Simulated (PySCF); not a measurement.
A small calculation by hand: oscillator strength and radiative lifetime

W(O)2(Me)2 (C2H6O2W), SMILES [CH3][W](=[O])([CH3])=[O], multiplicity 1.

Geometry: B3LYP-D3(BJ)/def2-SVP. The multiplicity is an assumed one; no other spin state was optimised. The structure was generated by enumeration; whether it is a known compound was not checked. The def2 effective core potentials stand for the cores of W; spin–orbit coupling is left out.

TDDFT-PBE/def2-SVPD (PySCF 2.14.0) puts the first singlet state with f over 0.02 at 5.85 eV (vertical), with the transition dipole (-0.408, 0.000, 0.000) in atomic units.

Question: Find the oscillator strength, the wavelength and the radiative lifetime that this transition would have in vacuum if emission retraced absorption.

Answer: 
|μ|² = 0.1665 au, so |μ| = 1.04 D. ΔE = 5.85/27.211 = 0.2150 hartree. f = (2/3) ΔE |μ|² = 0.024 (the program prints 0.024).
λ = 1239.84/5.85 = 212 nm; ν = 47183 cm⁻¹.
Einstein's coefficient A = 0.6670 ν² f s⁻¹ (ν in cm⁻¹) = 3.5e7 s⁻¹, so τ = 1/A = 28 ns. This state is S8; the lower singlets have f = 0.003, 0.006, 0.000, 0.003, 0.003, 0.015, 0.000. The figure is the radiative limit of this one transition; relaxation, internal conversion, crossing to triplets and a medium change what is measured.
